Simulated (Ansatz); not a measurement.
ZnAs, multiplicity 4 (lowest of 2S+1 = 2, 4 at CCSD(T)/def2-TZVPP on PBE0 minima; our sources give no spin for the ground state, which may be another), most abundant isotopes (63.9291 and 74.9216 u). Constants from fifth-degree fits in 1/R to seven points on the lowest solution found; no spin–orbit coupling, no relativity up to Kr; ω_e x_e and α_e move by some per cent with the fit.

Correlated levels freeze the inner cores; with def2 sets outer-core shells near the valence are correlated too.

Run with Ansatz (Gaussian basis) for Hartree–Fock, density functionals and correlated methods. Values without a source in brackets are computed.

```tsv
level	r_e (Å)	ω_e (cm⁻¹)	ω_e x_e (cm⁻¹)	α_e (cm⁻¹)
PBE/def2-TZVPP	2.5826	152.9	1.48	0.000705
CCSD(T)/def2-TZVPP	2.6131	125.6	3.70	0.00133
```

### Question
Derive the rotational constants, the centrifugal constant, the fundamental, the zero-point energy and the force constant.

### Answer

μ = 34.49512 u.
- PBE/def2-TZVPP: B_e = 16.8576/(μ r_e²) = 0.073271 cm⁻¹; B₀ = B_e − α_e/2 = 0.072918 cm⁻¹; D = 4B_e³/ω_e² = 6.73e-08 cm⁻¹; fundamental ω_e − 2ω_e x_e = 150 cm⁻¹; zero-point energy ω_e/2 − ω_e x_e/4 = 76 cm⁻¹; k = μ(2πcω_e)² = 47.5 N/m
- CCSD(T)/def2-TZVPP: B_e = 16.8576/(μ r_e²) = 0.071569 cm⁻¹; B₀ = B_e − α_e/2 = 0.070903 cm⁻¹; D = 4B_e³/ω_e² = 9.29e-08 cm⁻¹; fundamental ω_e − 2ω_e x_e = 118 cm⁻¹; zero-point energy ω_e/2 − ω_e x_e/4 = 62 cm⁻¹; k = μ(2πcω_e)² = 32.1 N/m

Ansatz is a first-principles code.
